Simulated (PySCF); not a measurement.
B(F)(H)(SH), H2BFS, SMILES FBS (B3LYP/def2-SVP optimised geometry):

```
5

B     -0.114     0.598     0.000
F     -0.764     1.753     0.000
H      1.090     0.598     0.000
S     -1.090    -0.919     0.001
H     -0.026    -1.753     0.005
```

Method: PySCF with B3LYP/def2-TZVP.

Task: What are the frontier orbital energies and the dipole moment?

Result: HOMO-2 -11.14 eV, HOMO-1 -8.99 eV, HOMO -8.08 eV, LUMO -0.93 eV, LUMO+1 -0.10 eV; dipole moment 1.59 D.

On the same geometry PySCF with PBE/def2-TZVP gives HOMO-2 -9.80 eV, HOMO-1 -7.78 eV, HOMO -7.12 eV, LUMO -1.68 eV, LUMO+1 -0.75 eV; dipole moment 1.50 D.

Meta-Löwdin charges at B3LYP/def2-TZVP: B1 0.22, F2 -0.28, H3 0.00, S4 -0.04, H5 0.11.
